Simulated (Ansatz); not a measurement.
Geometry optimisation, Ansatz, RKS PBE-D4/def2-SVP.

Input:

```yaml
crystal:
  periodic: [false, false, false]
  atoms:
    - { symbol: Sn, position_ang: [-0.862781, 0.326684, -0.349919] }
    - { symbol: F, position_ang: [1.4785, -1.471715, 1.030011] }
    - { symbol: H, position_ang: [-0.579176, -1.16316, -1.153824] }
    - { symbol: H, position_ang: [-1.375072, 0.150847, 1.276577] }
    - { symbol: H, position_ang: [-1.868276, 1.386478, -1.259158] }
    - { symbol: H, position_ang: [1.979795, -0.751686, 0.762561] }
    - { symbol: Cl, position_ang: [1.226911, 1.522551, -0.306348] }
basis:
  gaussian: { orbitals: def2-SVP }
hamiltonian:
  xc: pbe
  dispersion: d4
relax:
  f_tol: 0.03
  max_steps: 50
output:
  orbitals: {}
```

Command:

```bash
$ ansatz run input.yaml --threads 2 --pin off --max-ram 3072MiB --backend cpu --events-out ev --progress --plain --runs-dir out
```

Q: Where does it end, and by what steps?

A: The forces met the threshold. After 5 steps the energy has fallen by 0.112 eV; H6 moved furthest, 0.35 Å.

| step | energy less start (eV) | largest force component (eV/Å) | accepted |
| --- | --- | --- | --- |
| 0 | 0.0000 | 1.158 | yes |
| 1 | -0.0851 | 0.196 | yes |
| 2 | -0.0961 | 0.624 | yes |
| 3 | -0.0976 | 0.699 | yes |
| 4 | -0.0780 | 0.319 | no |
| 5 | -0.1125 | 0.028 | yes |

```xyz
7
Properties=species:S:1:pos:R:3
Sn -0.808 0.232 -0.326
F 1.380 -1.314 1.005
H -0.610 -1.212 -1.230
H -1.306 0.063 1.307
H -1.766 1.395 -1.173
H 1.754 -0.493 0.696
Cl 1.356 1.327 -0.280
```

Whether the end is a true minimum wasn't checked by a vibrational analysis.

Time of the run: 6.4 s on 2 threads of AMD EPYC 7B13 (Zen 3), on a shared host, peak memory 0.16 GiB.
